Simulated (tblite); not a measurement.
Species: C7H12AlCl.
Numbering: `[CH3:1]/[C:2](=[CH:3]\[CH:4]1[CH2:5][CH2:6]1)[CH2:7][AlH:8][Cl:9]` (hydrogens: H10, H11, H12 on C1; H13 on C3; H14 on C4; H15, H16 on C5; H17, H18 on C6; H19, H20 on C7; H21 on Al8)

Geometry (GFN2-xTB, Å), atoms numbered from 1 in this order:
```
atom  x, y, z in Å
C1     0.3851   -1.9258   -1.3160
C2     0.8112   -0.7646   -0.4603
C3    -0.0501    0.0754    0.1054
C4    -1.5166    0.0797    0.0378
C5    -2.3034    0.5998    1.2121
C6    -2.2390    1.4004   -0.0466
C7     2.2966   -0.6121   -0.2228
Al8    2.4562    1.0867    0.8186
Cl9    2.5940    2.9278   -0.0231
H10    0.0662   -2.7561   -0.6846
H11   -0.4437   -1.6559   -1.9668
H12    1.2113   -2.2699   -1.9334
H13    0.3719    0.8871    0.7220
H14   -1.9486   -0.7498   -0.5066
H15   -1.7501    0.9520    2.0700
H16   -3.2291    0.1051    1.4637
H17   -3.1190    1.4605   -0.6684
H18   -1.6390    2.2982   -0.0506
H19    2.8046   -0.6374   -1.1993
H20    2.6480   -1.5152    0.2948
H21    2.5845    1.0311    2.3537
```

Method: GFN2-xTB as coded in tblite; computed harmonic values from a numerical Hessian at the method's own geometry, unscaled. Against measured fundamentals such values can be off by several per cent, at times by over 20. Modes of hydrogen on aluminium can be 10 to 20 % off. One conformer, not necessarily the lowest. The optimisation stopped once no atom felt more than 0.01 eV/Å.

Lowest wavenumbers of the output (negative numbers stand for imaginary wavenumbers):
```
mode    cm-1
  1     -44.2
  2      21.8
  3      36.7
  4      60.8
  5      93.0
  6     127.8
  7     136.3
  8     196.5
```

Problem. Is this structure a minimum?

Solution. Not by this Hessian. 1 mode is imaginary beyond 20i (44i cm⁻¹), so at this level the point lies at or near a first-order saddle. The curvature is small, so loose convergence or finite differences may be the whole cause.

Problem. Which atoms move in the imaginary mode?

Solution. 44i: H10 (methyl hydrogen) 39 %, H12 (methyl hydrogen) 26 %, H11 (methyl hydrogen) 26 %. These are shares of the mass-weighted motion.

Problem. What is the remedy?

Solution. Step along that mode in both directions, optimise again with tighter thresholds and repeat the frequencies. The zero-point energy of this point (102.6 kcal/mol) counts the 56 real modes alone, and thermal corrections from it aren't those of a minimum.
